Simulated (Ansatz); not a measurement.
Species: C$_{4}$H$_{5}$NS, SMILES `Nc1cccs1` (charge 0, multiplicity 1).

Task: Give a relaxed geometry from B3LYP-D3(BJ)/def2-TZVP (Ansatz, a first-principles code).

Result: One answer among several that fit: the end point of this relaxation, one of several conformers (outside a Z-matrix the atoms follow the SMILES, hydrogens last).
Cartesian coordinates (Å) in one orientation:
```xyz
11

N      2.130     0.093     0.249
C      0.746     0.148     0.105
C     -0.134    -0.884    -0.073
C     -1.492    -0.451    -0.087
C     -1.633     0.891     0.073
S     -0.092     1.661     0.267
H      2.528    -0.782    -0.057
H      2.631     0.876    -0.146
H      0.177    -1.912    -0.192
H     -2.329    -1.121    -0.223
H     -2.533     1.481     0.084
```
